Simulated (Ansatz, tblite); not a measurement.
Cost and result up the ladder for the cluster As3⁺ (the lowest singlet isomer of a short search) (3 atoms). The state is a singlet with charge 1. Geometry: r2SCAN-D4/def2-TZVP.

```xyz
3

As    0.097    0.040   -1.342
As    0.996    0.489    0.762
As   -1.094   -0.529    0.580
```

Ansatz on 4 threads of AMD EPYC 7R43 on a shared host; xTB runs through tblite on one thread. Times are rough, summed over both states, and most runs start from the orbitals of an earlier one. B2PLYP/def2-TZVP serves as the yardstick here, not as an exact answer. Differences are given only for rows in sets of like size (and for xTB, whose basis is part of the method), since another set adds its own error. The other state is a quintet at its own geometry.

The 6-31G sets use Cartesian d functions. The xTB rows come from tblite. B3LYP takes the VWN-RPA correlation. Correlated methods freeze 27 core orbitals; core or outer-core shells of As are correlated, in sets that lack core-valence functions. The structure comes from a short search, and lower isomers may exist.

Correlated methods converge slowly with the basis.

xTB has no spin-polarisation term.

```json
{"level": "GFN1-xTB", "functions": "27", "wall time": "0.006 s"}
{"level": "GFN2-xTB", "functions": "27", "wall time": "0.006 s"}
{"level": "PBE-D4/def2-TZVP", "functions": "144", "wall time": "2.5 s"}
{"level": "BLYP-D4/def2-TZVP", "functions": "144", "wall time": "2.6 s"}
{"level": "revPBE-D4/def2-TZVP", "functions": "144", "wall time": "2.6 s"}
{"level": "B3LYP-D4/6-31G", "functions": "87", "wall time": "2.6 s"}
{"level": "HF/6-31G", "functions": "87", "wall time": "3.1 s"}
{"level": "RPA@PBE/def2-TZVP", "functions": "144", "wall time": "4.1 s"}
{"level": "B3LYP-D4/def2-TZVP", "functions": "144", "wall time": "4.6 s"}
{"level": "PBE0-D4/def2-TZVP (with forces)", "functions": "144", "wall time": "5.5 s"}
{"level": "MP2/def2-TZVP", "functions": "144", "wall time": "5.5 s"}
{"level": "r2SCAN-D4/def2-TZVP", "functions": "144", "wall time": "6 s"}
{"level": "B2PLYP/def2-TZVP", "functions": "144", "wall time": "7.3 s"}
{"level": "ωB97X-V/def2-TZVP", "functions": "144", "wall time": "13 s"}
```

Q: Estimate what each level gives for the quintet − singlet (eV).

A: 
```csv
level,quintet − singlet (eV),difference from B2PLYP/def2-TZVP (eV)
GFN1-xTB,4.06,0.36
GFN2-xTB,4.40,0.69
PBE-D4/def2-TZVP,3.60,-0.11
BLYP-D4/def2-TZVP,3.57,-0.14
revPBE-D4/def2-TZVP,3.44,-0.26
B3LYP-D4/6-31G,2.88,–
HF/6-31G,0.92,–
RPA@PBE/def2-TZVP,3.56,-0.15
B3LYP-D4/def2-TZVP,3.48,-0.23
PBE0-D4/def2-TZVP (with forces),3.41,-0.30
MP2/def2-TZVP,4.10,0.39
r2SCAN-D4/def2-TZVP,3.39,-0.32
B2PLYP/def2-TZVP,3.71,0.00
ωB97X-V/def2-TZVP,3.62,-0.09
```
